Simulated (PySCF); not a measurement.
Computed shifts of a molecule C2H7NSi2, PBE0/pcSseg-1 run with PySCF, GIAO, gas phase, atoms alike by connectivity averaged where their shifts nearly agree, in ppm (number of nuclei): ¹⁵N: 307.6 (1). ¹³C: 124.3 (1), -0.1 (1). ²⁹Si: -62.0 (1), -107.7 (1). ¹H: 4.46 (1), 4.29 (1), 3.95 (3), 2.16 (1), 1.76 (1). References: ¹⁵N against NH3 (σ = 267.4 ppm); ¹³C against TMS (σ = 186.3 ppm); ²⁹Si against TMS (σ = 352.7 ppm); ¹H against TMS (σ = 31.56 ppm), references at their B3LYP-D3(BJ)/def2-TZVP geometries, non-relativistic. Geometry optimised at B3LYP-D3(BJ)/def2-SVP. One conformer was computed; it need not be the lowest.

Q: Which molecule gave these data?
(A) C#C[Si@@H](N)[SiH3]
(B) C=C1[SiH2]N[SiH2]1
(C) N[Si@@H]1C=C[SiH2]1
(D) N#CC[SiH2][SiH3]

A: D, N#CC[SiH2][SiH3]
